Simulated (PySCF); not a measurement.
CH$_{4}$Cl$_{2}$O$_{2}$Sn, singlet, at a GFN2-xTB geometry (such geometries of metal compounds can be far from the true shape) (all electrons, no relativity), with bond 5-3 at 1.8 times its length; PySCF with CASSCF(2,2)/STO-3G.

The PySCF input:
```python
from pyscf import gto, scf, mcscf
import numpy

mol = gto.M(
    atom='''
C    -2.630684    0.004809   -1.162630
O    -1.296060   -0.348173   -1.395155
Sn    0.217562   -0.086383   -0.105568
O     1.751298   -0.790874   -1.073874
Cl    0.869205    3.883382    0.757774
Cl   -0.066968   -1.280037    1.822966
H    -3.061448   -0.536229   -0.317996
H    -2.754385    1.078067   -1.006110
H    -3.165048   -0.280729   -2.070946
H     1.530460   -1.121514   -1.948092
''',
    basis='sto-3g',
    charge=0,
    spin=0,
    verbose=4,
)

mf = scf.RHF(mol)
mf.kernel()
mc = mcscf.CASSCF(mf, 2, 2)
mc.fix_spin_(ss=0.0)
mc = mc.newton()
mc.kernel()
occ = numpy.linalg.eigvalsh(mc.fcisolver.make_rdm1(mc.ci, mc.ncas, mc.nelecas))[::-1]
ss = mc.fcisolver.spin_square(mc.ci, mc.ncas, mc.nelecas)[0]
print('natural occupations', occ.round(4), ' <S^2>', round(ss, 4))
```

What the program printed (banner, timings and long lists left out):

```
PySCF version 2.14.0

[INPUT] verbose = 4
[INPUT] num. atoms = 10
[INPUT] num. electrons = 110
[INPUT] charge = 0
[INPUT] spin (= nelec alpha-beta = 2S) = 0
[INPUT] symmetry False subgroup None
[INPUT] Mole.unit = angstrom
[INPUT] Symbol           X                Y                Z      unit          X                Y                Z       unit  Magmom
[...]
nuclear repulsion = 800.891846395716
number of shells = 34
number of NR pGTOs = 192
number of NR cGTOs = 64
basis = sto-3g
ecp = {}

******** <class 'pyscf.scf.hf.RHF'> ********
method = RHF
initial guess = minao
damping factor = 0
level_shift factor = 0
DIIS = <class 'pyscf.scf.diis.CDIIS'>
diis_start_cycle = 1
diis_space = 8
diis_damp = 0
SCF conv_tol = 1e-09
SCF conv_tol_grad = None
SCF max_cycles = 50
direct_scf = True
direct_scf_tol = 1e-13
Set gradient conv threshold to 3.16228e-05
Initial guess from minao.
init E= -7042.23361220929
[...]
cycle= 1 E= -7059.65674643073  delta_E= -17.4  |g|= 0.548  |ddm|= 3.85
[...]
cycle= 2 E= -7059.79838694647  delta_E= -0.142  |g|= 0.17  |ddm|= 1.36
[...]
cycle= 3 E= -7059.81382339178  delta_E= -0.0154  |g|= 0.0612  |ddm|= 0.445
[...]
cycle= 4 E= -7059.81583500635  delta_E= -0.00201  |g|= 0.0128  |ddm|= 0.138
[...]
cycle= 5 E= -7059.81602443665  delta_E= -0.000189  |g|= 0.00788  |ddm|= 0.0577
[...]
cycle= 6 E= -7059.81608091547  delta_E= -5.65e-05  |g|= 0.00275  |ddm|= 0.0246
[...]
cycle= 7 E= -7059.81609399455  delta_E= -1.31e-05  |g|= 0.00129  |ddm|= 0.0138
[...]
cycle= 8 E= -7059.81609681504  delta_E= -2.82e-06  |g|= 0.000365  |ddm|= 0.00779
[...]
cycle= 9 E= -7059.81609705593  delta_E= -2.41e-07  |g|= 0.000132  |ddm|= 0.00237
[...]
cycle= 10 E= -7059.81609708258  delta_E= -2.66e-08  |g|= 6e-05  |ddm|= 0.000721
[...]
cycle= 11 E= -7059.8160970898  delta_E= -7.22e-09  |g|= 2.33e-05  |ddm|= 0.000366
[...]
cycle= 12 E= -7059.81609709176  delta_E= -1.96e-09  |g|= 1.06e-05  |ddm|= 0.000235
[...]
cycle= 13 E= -7059.81609709245  delta_E= -6.91e-10  |g|= 8.15e-06  |ddm|= 0.000133
[...]
Extra cycle  E= -7059.81609709274  delta_E= -2.96e-10  |g|= 7.16e-06  |ddm|= 6.24e-05
converged SCF energy = -7059.81609709274

******** <class 'pyscf.mcscf.newton_casscf.CASSCF'> ********
CAS (1e+1e, 2o), ncore = 54, nvir = 8
max_cycle_macro = 50
max_cycle_micro = 10
conv_tol = 1e-07
conv_tol_grad = None
orbital rotation max_stepsize = 0.03
augmented hessian ah_max_cycle = 30
augmented hessian ah_conv_tol = 1e-12
augmented hessian ah_linear dependence = 1e-14
augmented hessian ah_level shift = 1e-08
augmented hessian ah_start_tol = 500
augmented hessian ah_start_cycle = 3
augmented hessian ah_grad_trust_region = 3
kf_trust_region = 3
kf_interval = 5
natorb = False
canonicalization = True
internal_rotation = False
******** <class 'pyscf.fci.addons.SpinPenaltyFCISolver'> ********
max. cycles = 50
conv_tol = 1e-08
davidson only = True
linear dependence = 1e-12
level shift = 0.001
max iter space = 12
nroots = 1
pspace_size = 400
spin = None

WARN: SO-CASSCF (Second order CASSCF) is an experimental feature. Its performance is bad for large systems.

CASCI E = -7059.89295130693  dE = -7059.893  S^2 = 0.0000000
Set conv_tol_grad to 0.000316228
macro 1 (12 JK  6 micro), CASSCF E = -7059.90011160628  dE = -0.00716  |grad|=0.00598  S^2 = 0.0000000
macro 2 (8 JK  4 micro), CASSCF E = -7059.90011975887  dE = -8.153e-06  |grad|=0.000489  S^2 = 0.0000000
macro 3 (11 JK  6 micro), CASSCF E = -7059.9001247263  dE = -4.967e-06  |grad|=3.27e-05  S^2 = 0.0000000
macro 4 (4 JK  1 micro), CASSCF E = -7059.90012474142  dE = -1.512e-08  |grad|=0.000121  S^2 = 0.0000000
newton CASSCF converged in 4 macro (10 KF 25 Hx) steps
CASSCF canonicalization
Density matrix diagonal elements [1.21200245 0.78799755]
CASSCF energy = -7059.90012474142
CASCI E = -7059.90012474142  E(CI) = -0.936714623732769  S^2 = 0.0000000
natural occupations [1.2459 0.7541]  <S^2> 0.0
```
